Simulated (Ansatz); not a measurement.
GeH4⁺. The state is a doublet with charge 1. Geometry B3LYP-D4/def2-TZVP, that of the neutral singlet; atoms count from 1.

```tsv
atom	x (Å)	y (Å)	z (Å)
Ge1	0.0000	0.0000	0.0000
H2	0.8459	-0.3820	-1.2233
H3	-0.4703	1.4554	-0.1373
H4	0.8458	-0.1469	1.2733
H5	-1.2215	-0.9266	0.0873
```

Estimate the Mulliken populations from the PBE0/def2-TZVP orbitals of Ansatz.


```tsv
atom	charge (e)	spin (α − β)
Ge1	0.15	0.30
H2	0.21	0.18
H3	0.21	0.18
H4	0.21	0.18
H5	0.21	0.18
```
Mulliken values depend strongly on the basis.

Where does the spin sit?

Summed by element: Ge 0.30, H 0.70, of 1 unpaired in all. Largest on single atoms: Ge1 0.30, H2 0.18, H4 0.18.
